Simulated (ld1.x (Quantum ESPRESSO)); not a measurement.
carbon: one change to a TM potential, before and after

carbon (C), norm-conserving Troullier–Martins (Kleinman–Bylander form), made with ld1.x (Quantum ESPRESSO) 7.5 (PBE, non-relativistic). Core [He], reference 2s2 2p2. Waves: 2s (bound): rc 1.10 bohr; 3d channel at 0.4 Ry: rc 3.35 bohr; 2p (bound): rc 3.20 bohr. Local part: the p channel. Core correction: Bessel-smoothed model core inside 1.05 bohr.

All-electron outer shells of the reference configuration (PBE, non-relativistic, ld1.x):

```tsv
shell	level (eV)	outermost node (bohr)	outermost maximum (bohr)
2s	-13.74	0.38	1.22
2p	-5.29	–	1.20
```

Change: local potential all-electron potential smoothed inside 2.15 bohr (lloc = -1).

Cutoffs: the cutoffs (Ry, on a coarse ladder) from which the occupation-weighted sum of valence levels, in a spherical-Bessel basis at the reference potential, stays within 10 and 1 mRy of its value at 400 Ry; they do not see the model core or the augmentation charge, which bear on the density cutoff. Errors are all-electron minus pseudo energies relative to the spin-unpolarised reference configuration.

Task: What does the change do?

Result: The potential gets neither clearly harder nor softer (35 Ry and 90 Ry → 35 Ry and 90 Ry); a bound ghost appears in s, which as a rule spoils a file; of the 7 tests that both files solve, the error grows in 2 and shrinks in 1 by more than 15 % and 0.3 meV (median size 141.6 → 152.5 meV). In the separable form a ghost depends on how the local part lies against the semilocal potential of the channel, so the choice of the local part can create or remove one.

| quantity | base | changed |
| --- | --- | --- |
| cutoff, loose | 35 Ry | 35 Ry |
| cutoff, tight | 90 Ry | 90 Ry |
| bound ghosts | none | s |
| error for 2s2 2p1, meV [ΔE 10.87 eV] | +142 | +152 |
| error for 2s2 2p0, meV [ΔE 35.02 eV] | +1339 | +1240 |
| error for 2s1 2p0, meV [ΔE 83.20 eV] | +2578 | +2329 |
| error for 2s2 2p1.5, meV [ΔE 3.97 eV] | +17 | +23 |
| error for 2s1 2p3, meV [ΔE 8.46 eV] | -47 | -46 |
| error for 2s2 2p2.3, meV [ΔE -1.16 eV] | -1.0 | +2.3 |
| error for 2s1 2p2, meV [ΔE 19.60 eV] | -224 | -187 |
| s: phases at 3.63 bohr within 0.05 rad from the reference energy up to (Ry; the scan ends near 5) | -0.1 | 0.3 |
| p: phases at 3.63 bohr within 0.05 rad from the reference energy up to (Ry; the scan ends near 5) | 0.2 | 0.4 |
| d: phases at 3.63 bohr within 0.05 rad from the reference energy up to (Ry; the scan ends near 5) | 1.7 | 2.5 |

 A true bound ghost makes a file unfit for plane-wave use even where its test errors are small: the radial tests pick states by their node count and pass the ghost by.
